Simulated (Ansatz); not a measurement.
HO₄Re, SMILES [Re](=[O])(=[O])(=[O])[OH], multiplicity 1.

Coordinates come from a PBE0-D3(BJ)/def2-SVP optimisation. A frequency run showed that this geometry is not a minimum. The multiplicity is an assumed one; no other spin state was optimised. The isomer is the one that the SMILES or the coordinates give; other isomers of the formula were not compared. The def2 effective core potentials stand for the cores of Re; spin–orbit coupling is left out. The values are those of a single conformer.

Two levels are set side by side: PBE/def2-SVPD (Ansatz, a first-principles code) and CAM-B3LYP/def2-SVPD (Ansatz). Energy differences of separate SCF runs at the same geometry; the states with an electron removed or added have multiplicity 2 and 2. Differences are taken from unrounded values.

```
quantity                           CAM-B3LYP
---------------------------------  ---------
vertical ionisation energy (eV)        11.99
vertical electron affinity (eV)         0.79
vertical singlet–triplet gap (eV)       4.27
```

### Question
What does PBE give, and how far is it from CAM-B3LYP? (The exact figures need the calculation; the answer reports its results.)

### Answer

| quantity | PBE | PBE minus CAM-B3LYP |
|---|---|---|
| vertical ionisation energy (eV) | 11.49 | -0.50 |
| vertical electron affinity (eV) | 0.21 | -0.58 |
| vertical singlet–triplet gap (eV) | 4.57 | 0.30 |
